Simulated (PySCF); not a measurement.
Run record: geometry optimisation, `C[N]=[Ta]([CH3])([CH3])[CH3]` (Ta(NMe)Me3).

Computed with PBE0-D3(BJ)/def2-SVP geometry optimisation, gas phase, def2 core potentials past Kr (PySCF 2.14.0). Start geometry: GFN2-xTB. The input is one job of a driver script: a line of settings, then coordinates in Å.

Input:
```
{"job": {"xc": "PBE0", "basis": "def2-SVP", "d3": "d3bj", "grid": 1, "maxiter": 30, "shake": 0.03, "kind": "geom"}, "charge": 0, "multiplicity": 1}
Ta     0.061570    -0.078360    -0.371920
N     -0.016510    -0.023970     1.398000
C     -0.056720    -0.016150     2.779130
H      0.728830     0.813810     3.177450
H     -1.022140     0.104120     3.161510
H      0.387680    -0.942590     3.183670
C      2.209850    -0.003940    -1.021280
H      2.270760    -0.091840    -2.126000
H      2.750490    -0.798160    -0.524370
H      2.676130     0.927900    -0.731490
C     -1.116160     1.884580    -0.978730
H     -0.952180     2.024660    -2.066110
H     -0.790330     2.821480    -0.547580
H     -2.208890     1.844630    -0.771960
C     -1.109040    -1.918350    -1.028610
H     -2.091250    -1.934260    -0.566790
H     -0.536620    -2.760230    -0.787080
H     -1.241790    -1.836420    -2.100090
```

Output:
```
step   0  E = -270.97878494  max force = 0.084514
step   1  E = -271.00690141  max force = 0.023663
step   2  E = -271.00920081  max force = 0.018015
step   3  E = -271.00997161  max force = 0.002803
step   4  E = -271.01003710  max force = 0.001382
step   5  E = -271.01006603  max force = 0.000840
step   6  E = -271.01008508  max force = 0.000687
step   7  E = -271.01009374  max force = 0.000643
step   8  E = -271.01010178  max force = 0.000329
optimisation converged
```

Energies in Eh; «max force» is the largest Cartesian gradient component in Eh/bohr.

**Question.** How much energy does the optimisation release, in kcal/mol?

**Answer.** E(step 0) − E(last step) = 0.031317 Eh, which is 19.7 kcal/mol.

In short: final energy -271.01010 Eh after 8 steps; dipole 0.41 D.

**Question.** Where do the atoms end?

**Answer.** 0.105 Å rms from the input after alignment:
```
atom  x, y, z in Å
Ta1   -0.0064    0.0043   -0.4071
N2     0.0048   -0.0085    1.3575
C3     0.0121   -0.0155    2.7732
H4     0.6510    0.7889    3.1795
H5    -1.0029    0.1302    3.1844
H6     0.3953   -0.9720    3.1721
C7     2.0684    0.0022   -1.0211
H8     2.1351   -0.0815   -2.1238
H9     2.6537   -0.8229   -0.5808
H10    2.5655    0.9445   -0.7266
C11   -1.0443    1.8126   -0.9894
H12   -0.9769    1.9535   -2.0864
H13   -0.6534    2.7231   -0.5049
H14   -2.1163    1.7426   -0.7280
C15   -1.0479   -1.7932   -1.0149
H16   -2.0479   -1.8914   -0.5589
H17   -0.4732   -2.6937   -0.7314
H18   -1.1732   -1.8062   -2.1158
```

**Question.** Estimate the wall time. Hardware: AMD EPYC 7R43, one thread, shared host with 256 logical CPUs at a one-minute load of 204. And the peak memory of the process?

**Answer.** About 3.0 min, with 0.67 GiB resident at the peak, the Python interpreter and its libraries included.
Labels such as C1 count atoms from 1, the log's own numbers from 0.
